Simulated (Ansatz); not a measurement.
Saddle point of Si$_{2}$NH$_{9}$O, singlet (Si₂H₆O ([OH][SiH2][SiH3]) + NH₃ → Si₂NH₇ ([NH2][SiH2][SiH3]) + H₂O; bonds formed: Si1–N7, O2–H6; bonds broken: Si1–O2, H6–N7), PBE0-D4/def2-TZVP structure:

```csv
atom,x (Å),y (Å),z (Å)
Si1,-0.4304,0.6610,-0.2411
O2,1.0844,0.2308,1.1424
H3,-1.2591,0.9354,-1.4862
H4,-0.6317,1.9500,0.4743
Si5,-1.2773,-1.3595,0.5586
H6,1.6322,0.4617,-0.0175
N7,1.2227,0.5833,-1.1288
H8,1.1813,0.8314,1.8834
H9,-2.5940,-1.7258,-0.0392
H10,-0.3089,-2.4341,0.1960
H11,-1.4212,-1.3320,2.0374
H12,1.3429,-0.2217,-1.7317
H13,1.4589,1.4196,-1.6479
```

Energies are electronic, without zero-point energy. Barriers and step energies count from the start structure reached by relaxing down the imaginary mode; all methods use the PBE0-D4 structures, on which another method's saddle can fall below an end. Program: Ansatz 0.2.0. Basis: def2-TZVPP, with def2-QZVPP for the basis limit. Cores are frozen in the correlated methods. B3LYP uses VWN-RPA correlation. Extrapolation: Hartree–Fock as exp(−7.88 √X), correlation as X^−2.97.

| method | barrier (eV) | step energy (eV) |
| --- | --- | --- |
| SPW92 | ? | 0.285 |
| PBE-D4 | 1.174 | 0.306 |
| BLYP-D4 | ? | 0.350 |
| r2SCAN-D4 | 1.315 | 0.364 |
| B97M-V | 1.505 | 0.418 |
| PBE0-D4 | 1.312 | 0.324 |
| B3LYP-D4 | 1.454 | 0.361 |
| r2SCAN0-D4 | 1.403 | 0.367 |
| BHLYP-D4 | 1.626 | 0.395 |
| CAM-B3LYP-D4 | 1.456 | 0.368 |
| wB97X-V | 1.447 | 0.368 |
| wB97M-V | 1.429 | 0.380 |
| B2PLYP | 1.471 | 0.361 |
| PBE-QIDH | ? | 0.346 |
| RPA on PBE | 1.472 | 0.363 |
| HF | 2.061 | 0.438 |
| MP2 | 1.411 | 0.355 |
| CCSD | 1.577 | 0.369 |
| CCSD(T) | 1.481 | 0.357 |

Fill in the withheld barriers. (To be estimated.)

The calculation gives: BLYP-D4 1.362; PBE-QIDH 1.399; SPW92 0.879 eV. Each is the energy of the saddle less that of the start structure, by the same method.

For comparison, the barrier by CCSD(T) at an estimated basis limit (MP2 extrapolated from triple and quadruple zeta, plus CCSD(T) − MP2 in triple zeta) is 1.471 eV.

T1 diagnostic: at most 0.013.

Labels in which every atom is bracketed show which atoms are joined, not bond orders.

For scale, one of the runs: CCSD(T)/def2-TZVPP, 272 basis functions, launched by `ansatz run in.yaml --threads 8 --pin off --events-out ev --progress --plain --max-ram 19148MiB`. The run took 27 s on 8 CPU threads of an AMD EPYC 9R45 (shared host), with 6.9 GiB of host memory at its peak.
